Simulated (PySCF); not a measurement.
Geometries of 3 isomers of C4H7B, from PySCF 2.14.0, PBE0-D3(BJ)/def2-SVP geometry optimisation, gas phase. One conformer each, no zero-point energy, no frequencies.

Problem. Which isomer lies lowest at this level?
A.
```xyz
12
angstrom
B     -1.002    1.120    0.690
C     -0.836   -0.239    0.001
C      0.258   -1.211    0.488
C      0.538   -0.289   -0.586
C      1.362    0.222   -1.486
H     -1.903    1.869    0.390
H     -0.177    1.474    1.501
H     -1.632   -0.664   -0.621
H      0.116   -2.266    0.230
H      0.691   -1.035    1.479
H      1.045    1.022   -2.159
H      2.384   -0.155   -1.586
```
B.
```xyz
12
angstrom
C      2.148   -0.152   -0.267
B      0.858    0.308   -1.025
C     -0.536    0.186   -0.451
C     -1.667    0.078    0.003
C     -3.005   -0.058    0.543
H      2.779   -0.775   -0.923
H      2.757    0.750   -0.065
H      1.973   -0.674    0.683
H      0.974    0.804   -2.128
H     -3.299   -1.119    0.565
H     -3.749    0.489   -0.058
H     -3.052    0.316    1.578
```
C.
```xyz
12
angstrom
B     -1.786   -0.348   -1.683
C     -0.267   -0.604   -1.404
C      0.296   -0.145   -0.146
C      0.748    0.247    0.910
C      1.295    0.714    2.174
H     -2.238   -0.712   -2.746
H     -2.514    0.183   -0.879
H      0.291   -0.191   -2.270
H     -0.127   -1.698   -1.529
H      2.307    1.129    2.042
H      1.366   -0.107    2.904
H      0.666    1.502    2.618
```

Solution. B. That is `CBC#CC`, 19.4 kcal/mol below the next.

```
       SMILES                atoms numbered as above      E (Eh)  relative (kcal/mol)  relative (kJ/mol)  dipole (D)
       CBC#CC        [CH3:1][BH:2][C:3]#[C:4][CH3:5]  -181.07550                  0.0                0.0        1.62
B[C@@H]1CC1=C  [BH2:1][C@@H:2]1[CH2:3][C:4]1=[CH2:5]  -181.04451                 19.4               81.4        1.16
       BCC#CC       [BH2:1][CH2:2][C:3]#[C:4][CH3:5]  -181.04054                 21.9               91.8        0.58
```
